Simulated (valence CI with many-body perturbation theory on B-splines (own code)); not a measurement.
# Forbidden lines of Te45+

Calculated by configuration interaction combined with many-body perturbation theory (CI+MBPT): five valence electrons over a frozen Dirac-Fock core [He], a basis of 9 s, 9 p, 8 d, 6 f, 3 g, 1 h functions for each j, with the one-electron correlation potential Σ1, the two-electron term Σ2, the three-electron term Σ3, Breit, model QED; selected CI, second order for the rest (own B-spline code, finite nucleus).

The last digits are not significant, and no measured levels were compared; by estimate large intervals hold to a few tenths of a per cent, small ones and those within an open d or f shell to about a per cent. Among the levels kept, up to 1300 cm⁻¹ of a level comes from second order outside the variational space, and about a tenth of that is noise between levels of different J, which matters for small intervals.

Lines 1 to 45 of 45 in falling wavelength, among levels below 4933.6 eV, chosen from the decays that carry over 1 % of a level's rate. Wavelengths and rates use the calculated energies. Electric multipoles are in the length gauge, E1 and E2 with the static RPA response of the core. Weak lines are less certain than strong ones. Lines between different terms over intervals too small for the method are left out, as are lines whose strength nearly cancels. The highest levels of a list are the least certain.

Levels are named by their leading jj configuration (3d3/2^4 stands for four electrons in 3d with j = 3/2), which in mixed levels can hold well under half, so a name can repeat and another be missing. Letters in brackets count levels of one name in rising energy.

| λ vac (nm) | Upper | Lower | Type | A (s⁻¹) | Branch % |
| --- | --- | --- | --- | --- | --- |
| 4.586 | (2s^2 2p1/2 2p3/2^2) J=3/2 | (2s^2 2p1/2^2 2p3/2) J=3/2 | M1 | 2.03e+08 | 100.0 |
| 4.567 | (2s^2 2p3/2^3) J=3/2 | (2s^2 2p1/2 2p3/2^2) J=1/2 | M1 | 4.96e+07 | 11.1 |
| 4.278 | (2s^2 2p1/2 2p3/2^2) J=5/2 | (2s^2 2p1/2^2 2p3/2) J=3/2 | M1 | 3.49e+07 | 99.2 |
| 4.120 | (2s^2 2p3/2^3) J=3/2 | (2s^2 2p1/2 2p3/2^2) J=5/2 | M1 | 6.58e+07 | 14.8 |
| 3.884 | (2s^2 2p1/2 2p3/2^2) J=1/2 | (2s^2 2p1/2^2 2p3/2) J=3/2 | M1 | 1.39e+08 | 99.8 |
| 3.870 | (2s^2 2p3/2^3) J=3/2 | (2s^2 2p1/2 2p3/2^2) J=3/2 | M1 | 2.73e+08 | 61.1 |
| 0.3138 | (2s^2 2p1/2 2p3/2 3d5/2) J=9/2 | (2s 2p1/2 2p3/2^3) J=5/2 | E2 | 5.08e+08 | 2.7 |
| 0.2921 | (2s^2 2p1/2 2p3/2 3p1/2) J=3/2 [a] | (2s^2 2p1/2 2p3/2^2) J=1/2 | E2 | 3.00e+10 | 9.9 |
| 0.2913 | (2s^2 2p1/2 2p3/2 3p1/2) J=5/2 | (2s^2 2p1/2 2p3/2^2) J=1/2 | E2 | 5.29e+10 | 12.8 |
| 0.2905 | (2s^2 2p1/2 2p3/2 3p1/2) J=1/2 | (2s^2 2p1/2 2p3/2^2) J=5/2 | E2 | 6.55e+10 | 20.1 |
| 0.2898 | (2s^2 2p1/2 2p3/2 3p1/2) J=3/2 [b] | (2s^2 2p1/2 2p3/2^2) J=1/2 | E2 | 2.11e+10 | 1.5 |
| 0.2895 | (2s^2 2p1/2^2 3p1/2) J=1/2 | (2s^2 2p1/2^2 2p3/2) J=3/2 | E2 | 2.91e+11 | 69.2 |
| 0.2894 | (2s^2 2p3/2^2 3p1/2) J=3/2 | (2s^2 2p3/2^3) J=3/2 | E2 | 6.12e+10 | 4.1 |
| 0.2893 | (2s^2 2p1/2 2p3/2 3p1/2) J=5/2 | (2s^2 2p1/2 2p3/2^2) J=5/2 | E2 | 1.68e+11 | 40.7 |
| 0.2892 | (2s^2 2p1/2 2p3/2 3p1/2) J=1/2 | (2s^2 2p1/2 2p3/2^2) J=3/2 | E2 | 9.68e+10 | 29.8 |
| 0.2891 | (2s^2 2p3/2^2 3p1/2) J=5/2 | (2s^2 2p3/2^3) J=3/2 | E2 | 1.98e+11 | 28.9 |
| 0.2888 | (2s^2 2p1/2 2p3/2 3p1/2) J=3/2 [a] | (2s^2 2p1/2 2p3/2^2) J=3/2 | E2 | 1.85e+11 | 60.8 |
| 0.2880 | (2s^2 2p1/2 2p3/2 3p1/2) J=5/2 | (2s^2 2p1/2 2p3/2^2) J=3/2 | E2 | 4.12e+10 | 10.0 |
| 0.2878 | (2s^2 2p1/2 2p3/2 3p1/2) J=3/2 [b] | (2s^2 2p1/2 2p3/2^2) J=5/2 | E2 | 1.65e+11 | 12.0 |
| 0.2867 | (2s^2 2p3/2^2 3p1/2) J=1/2 | (2s^2 2p3/2^3) J=3/2 | E2 | 1.84e+11 | 19.5 |
| 0.2861 | (2s^2 2p1/2 2p3/2 3p3/2) J=3/2 [a] | (2s^2 2p1/2 2p3/2^2) J=1/2 | E2 | 1.09e+10 | 2.1 |
| 0.2852 | (2s 2p1/2^2 2p3/2 3p3/2) J=7/2 | (2s 2p1/2^2 2p3/2^2) J=5/2 | E2 | 8.46e+10 | 5.8 |
| 0.2846 | (2s 2p1/2^2 2p3/2 3p3/2) J=1/2 [b] | (2s 2p1/2^2 2p3/2^2) J=3/2 | E2 | 1.56e+11 | 3.7 |
| 0.2846 | (2s^2 2p1/2 2p3/2 3p3/2) J=1/2 [a] | (2s^2 2p1/2 2p3/2^2) J=5/2 | E2 | 2.48e+10 | 4.1 |
| 0.2842 | (2s^2 2p1/2 2p3/2 3p3/2) J=3/2 [a] | (2s^2 2p1/2 2p3/2^2) J=5/2 | E2 | 5.73e+10 | 11.0 |
| 0.2837 | (2s^2 2p1/2 2p3/2 3p3/2) J=7/2 | (2s^2 2p1/2 2p3/2^2) J=5/2 | E2 | 9.79e+10 | 25.4 |
| 0.2837 | (2s^2 2p1/2 2p3/2 3p3/2) J=5/2 [a] | (2s^2 2p1/2 2p3/2^2) J=3/2 | E2 | 7.89e+10 | 3.6 |
| 0.2834 | (2s^2 2p1/2^2 3p3/2) J=3/2 | (2s^2 2p1/2^2 2p3/2) J=3/2 | E2 | 1.47e+11 | 33.0 |
| 0.2833 | (2s^2 2p1/2 2p3/2 3p3/2) J=1/2 [a] | (2s^2 2p1/2 2p3/2^2) J=3/2 | E2 | 9.67e+10 | 16.0 |
| 0.2829 | (2s^2 2p1/2 2p3/2 3p3/2) J=3/2 [a] | (2s^2 2p1/2 2p3/2^2) J=3/2 | E2 | 3.61e+10 | 6.9 |
| 0.2825 | (2s^2 2p1/2 2p3/2 3p3/2) J=7/2 | (2s^2 2p1/2 2p3/2^2) J=3/2 | E2 | 1.13e+10 | 2.9 |
| 0.2819 | (2s^2 2p1/2 2p3/2 3p3/2) J=1/2 [b] | (2s^2 2p1/2 2p3/2^2) J=5/2 | E2 | 2.03e+11 | 5.2 |
| 0.2806 | (2s^2 2p1/2 2p3/2 3p3/2) J=1/2 [b] | (2s^2 2p1/2 2p3/2^2) J=3/2 | E2 | 1.02e+11 | 2.6 |
| 0.2803 | (2s 2p1/2^2 2p3/2 3p3/2) J=1/2 [b] | (2s 2p1/2^2 2p3/2^2) J=5/2 | E2 | 5.51e+10 | 1.3 |
| 0.2797 | (2s 2p1/2^2 2p3/2 3d5/2) J=9/2 | (2s 2p1/2^2 2p3/2^2) J=5/2 | M2 | 3.93e+09 | 15.3 |
| 0.2780 | (2s^2 2p1/2 2p3/2 3d5/2) J=9/2 | (2s^2 2p1/2 2p3/2^2) J=5/2 | M2 | 3.80e+09 | 20.0 |
| 0.2780 | (2s^2 2p1/2 2p3/2 3d5/2) J=9/2 | (2s^2 2p1/2 2p3/2^2) J=5/2 | E3 | 2.19e+08 | 1.2 |
| 0.2684 | (2s 2p1/2^2 2p3/2 3d5/2) J=9/2 | (2s^2 2p1/2 2p3/2^2) J=5/2 | E2 | 1.19e+09 | 4.6 |
| 0.2672 | (2s^2 2p1/2 2p3/2 3p3/2) J=5/2 [a] | (2s^2 2p1/2^2 2p3/2) J=3/2 | E2 | 2.82e+10 | 1.3 |
| 0.2668 | (2s^2 2p1/2 2p3/2 3p3/2) J=1/2 [a] | (2s^2 2p1/2^2 2p3/2) J=3/2 | E2 | 5.54e+10 | 9.2 |
| 0.2665 | (2s^2 2p1/2 2p3/2 3p3/2) J=3/2 [a] | (2s^2 2p1/2^2 2p3/2) J=3/2 | E2 | 1.24e+11 | 23.7 |
| 0.2661 | (2s^2 2p1/2 2p3/2 3p3/2) J=7/2 | (2s^2 2p1/2^2 2p3/2) J=3/2 | E2 | 1.39e+11 | 36.0 |
| 0.2645 | (2s^2 2p1/2 2p3/2 3p3/2) J=1/2 [b] | (2s^2 2p1/2^2 2p3/2) J=3/2 | E2 | 6.70e+10 | 1.7 |
| 0.2610 | (2s^2 2p1/2 2p3/2 3d5/2) J=9/2 | (2s^2 2p1/2^2 2p3/2) J=3/2 | E3 | 4.27e+08 | 2.2 |
| 0.2533 | (2s 2p1/2^2 2p3/2 3d3/2) J=7/2 | (2s^2 2p1/2^2 2p3/2) J=3/2 | E2 | 2.35e+11 | 8.2 |
